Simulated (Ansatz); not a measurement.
The cluster As2Se3⁻ was relaxed with PBE-D4 (def2-SVPD) in Ansatz in these states: charge -1 doublet, charge -1 quartet. The geometries follow in no particular order.

A:

Cartesian coordinates in Å:
```
As -0.046 -0.322 2.046
As 0.057 1.420 -1.507
Se -1.995 1.020 -2.488
Se 1.991 -1.376 2.313
Se -0.008 -0.742 -0.364
```

B:

```xyz
5

As    1.336   -0.077    0.004
As   -1.246    0.461    0.161
Se   -1.806    0.212    2.363
Se    2.112    1.090   -1.801
Se   -0.396   -1.686   -0.728
```

**Question.** Judge from the bond lengths which geometry belongs to which state (an estimate).

**Answer.** A is the charge -1 quartet (As1–As2 3.958 Å, As1–Se5 2.447 Å, As2–Se5 2.447 Å); B is the charge -1 doublet (As1–As2 2.643 Å, As1–Se5 2.474 Å, As2–Se5 2.474 Å).

At PBE0-D4/def2-TZVPD a doublet lies 1.31 eV below the charge -1 quartet. These are the stationary points nearest to one start from a short search; other shapes may lie lower in each state.
